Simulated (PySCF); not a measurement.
C7H13F.
Atom-mapped SMILES: `[CH3:1][C@@H:2]1[C@@H:3]([CH3:4])[CH2:5][CH2:6][C@@H:7]1[F:8]` (hydrogens: H9, H10, H11 on C1; H12 on C2; H13 on C3; H14, H15, H16 on C4; H17, H18 on C5; H19, H20 on C6; H21 on C7)

A GFN2-xTB structure was refined with PySCF, PBE0-D3(BJ)/def2-SVP geometry optimisation, gas phase. Its GFN2-xTB values:

```csv
coordinate,GFN2-xTB
C1–C2,1.500 Å
C1–H9,1.065 Å
C2–C3,1.531 Å
C2–C7,1.545 Å
C2–H12,1.098 Å
C3–C4,1.494 Å
C3–C5,1.547 Å
C3–H13,1.098 Å
C4–H14,1.113 Å
C4–H15,1.060 Å
C5–C6,1.522 Å
C5–H17,1.104 Å
C5–H18,1.108 Å
C6–C7,1.526 Å
C6–H20,1.070 Å
C7–H21,1.094 Å
C1–C2–C3,114.9°
C1–C2–C7,112.7°
C2–C3–C4,116.0°
C2–C3–C5,101.9°
C2–C7–C6,106.0°
C2–C7–F8,110.0°
C3–C2–C7,103.0°
C4–C3–C5,111.9°
C1–C2–C3–C4,74°
C1–C2–C7–C6,156°
C3–C5–C6–C7,-17°
C5–C6–C7–F8,109°
```

Problem. How do these coordinates change at the PBE0-D3(BJ)/def2-SVP level?

Solution. 
| coordinate | PBE0-D3(BJ)/def2-SVP (Å or °) | change |
| --- | --- | --- |
| C4–H15 | 1.101 | +0.041 |
| C1–H9 | 1.101 | +0.036 |
| C6–H20 | 1.099 | +0.029 |
| C3–C4 | 1.516 | +0.022 |
| C2–C7 | 1.525 | -0.020 |
| C5–C6 | 1.540 | +0.018 |
| C1–C2 | 1.516 | +0.016 |
| C3–C5 | 1.532 | -0.015 |
| C2–H12 | 1.108 | +0.010 |
| C4–H14 | 1.103 | -0.010 |
| C7–H21 | 1.103 | +0.009 |
| C3–H13 | 1.106 | +0.008 |
| C2–C3 | 1.536 | +0.005 |
| C5–H18 | 1.103 | -0.005 |
| C5–H17 | 1.100 | -0.004 |
| C6–C7 | 1.530 | +0.004 |
| C4–C3–C5 | 114.4 | +2.5 |
| C1–C2–C7 | 114.4 | +1.7 |
| C1–C2–C3 | 116.4 | +1.5 |
| C2–C7–F8 | 108.9 | -1.1 |
| C2–C3–C4 | 115.3 | -0.7 |
| C2–C7–C6 | 105.4 | -0.6 |
| C3–C2–C7 | 102.4 | -0.6 |
| C2–C3–C5 | 102.4 | +0.5 |
| C5–C6–C7–F8 | 101 | -8 |
| C1–C2–C3–C4 | 67 | -7 |
| C1–C2–C7–C6 | 163 | +7 |
| C3–C5–C6–C7 | -12 | +5 |

The energy falls by 3.7 kcal/mol over 5 energy and gradient evaluations, the largest force component goes from 0.0382 to 3.0e-04 Eh/bohr, and the atoms move by 0.090 Å rms after alignment. The bond that changes most is C4–H15 (methyl carbon to methyl hydrogen), which lengthens by 0.041 Å. Bonds longer at the end by more than 0.005 Å: 10 of 21; shorter: 5. Rotational constants go from 2667, 1951, 1298 to 2584, 1977, 1315 MHz.

The run used 177 basis functions and 31 SCF cycles in all.

PBE0-D3(BJ)/def2-SVP frequencies: not computed here. The numbers are those of one conformer.
